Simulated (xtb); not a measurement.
hexafluorodisiloxane (F$_{6}$OSi$_{2}$), singlet, geometry from GFN2-xTB; GFN0-xTB with GBSA(acetonitrile) (xtb 6.7.1).

The xtb input:
```
$ xtb mol.xyz --gfn 0 --gbsa acetonitrile --json

# file mol.xyz
9

F      2.21885290     0.19334445    -1.14768293
Si     1.49242503     0.32186169     0.23964350
F      2.33834457    -0.41456129     1.33748724
F      1.39842636     1.84874384     0.60070824
O      0.05739792    -0.36176336     0.18858272
Si    -1.48267425    -0.38331814    -0.20760702
F     -1.71986274     0.17718168    -1.65679789
F     -2.32640504     0.48452724     0.79431689
F     -1.97554429    -1.87206957    -0.14549515
```

Output, abridged:

```
   ID    Z sym.   atoms
    1    9 F      1, 3, 4, 7-9
    2   14 Si     2, 6
    3    8 O      5

           -------------------------------------------------
          |                Calculation Setup                |
           -------------------------------------------------

           -------------------------------------------------
          |                 G F N 0 - x T B                 |
           -------------------------------------------------

      * Solvation model:               GBSA
        Solvent                        acetonitrile
        Parameter file                 internal GFN2-xTB/GBSA
        Dielectric constant                3.7500E+01
        Reference state                gsolv [1 M gas/solution]
        Free energy shift                  2.0473E-03 Eh       1.2847E+00 kcal/mol
        Temperature                        2.9815E+02 K
        Density                            7.8600E-01 kg/L
        Solvent mass                       4.1050E+01 g/mol
        Interaction kernel             Still
        Born radius scaling (c1)           1.5800E+00
        Born radii integrator          GBOBC
        Born offset                        1.3788E-02 a0       2.6056E-02 AA
        H-bond correction              true
        Ion screening                  false
        Surface tension                    1.0000E-05 Eh       1.5569E+01 dyn/cm
        Grid points                               230 per atom

          ...................................................
          :                      SETUP                      :
          :.................................................:
          :  # basis functions                  48          :
          :  # atomic orbitals                  46          :
          :  # shells                           20          :
          :  # electrons                        56          :
          :  electronic temp.          300.0000000     K    :
          :  accuracy                    1.0000000          :
          :  -> integral cutoff          0.2500000E+02      :
          :  -> integral neglect         0.1000000E-07      :
          ...................................................

         :::::::::::::::::::::::::::::::::::::::::::::::::::::
         ::                     SUMMARY                     ::
         :::::::::::::::::::::::::::::::::::::::::::::::::::::
         :: total energy             -30.199038580200 Eh    ::
[...]
        46                          0.8915007              24.2590
      -------------------------------------------------------------
                  HL-Gap            0.2616650 Eh            7.1203 eV
             Fermi-level            0.0000000 Eh            0.0000 eV

     #   Z          covCN         q      C6AA      α(0)
     1   9 F        0.705    -0.224    11.542     3.915
     2  14 Si       2.997     0.946   173.920    28.044
     3   9 F        0.705    -0.220    11.508     3.909
     4   9 F        0.705    -0.226    11.563     3.918
     5   8 O        1.541    -0.552    23.962     6.616
     6  14 Si       2.997     0.946   173.920    28.044
     7   9 F        0.705    -0.226    11.563     3.918
     8   9 F        0.705    -0.224    11.542     3.915
     9   9 F        0.705    -0.220    11.508     3.909

 Mol. C6AA /au·bohr⁶  :       2494.417402
 Mol. C8AA /au·bohr⁸  :     102374.128005
 Mol. α(0) /au        :         86.187068

Wiberg/Mayer (AO) data.
largest (>0.10) Wiberg bond orders for each atom

 ---------------------------------------------------------------------------
     #   Z sym  total        # sym  WBO       # sym  WBO       # sym  WBO
 ---------------------------------------------------------------------------
     1   9 F    1.081 --     2 Si   1.027
     2  14 Si   4.235 --     5 O    1.115     3 F    1.030     1 F    1.027
                             4 F    1.027
     3   9 F    1.085 --     2 Si   1.030
     4   9 F    1.081 --     2 Si   1.027
     5   8 O    2.338 --     6 Si   1.115     2 Si   1.115
     6  14 Si   4.235 --     5 O    1.115     9 F    1.030     8 F    1.027
                             7 F    1.027
     7   9 F    1.081 --     6 Si   1.027
     8   9 F    1.081 --     6 Si   1.027
     9   9 F    1.085 --     6 Si   1.030
 ---------------------------------------------------------------------------

Topologies differ in total number of bonds
Writing topology from bond orders to xtbtopo.mol

 dipole moment from electron density (au)
     X       Y       Z
   0.0200  -0.1258   0.0656  total (Debye):    0.364

           -------------------------------------------------
          | TOTAL ENERGY              -30.199038580200 Eh   |
          | GRADIENT NORM               0.093004282972 Eh/α |
          | HOMO-LUMO GAP               7.120268303737 eV   |
           -------------------------------------------------

normal termination of xtb
```
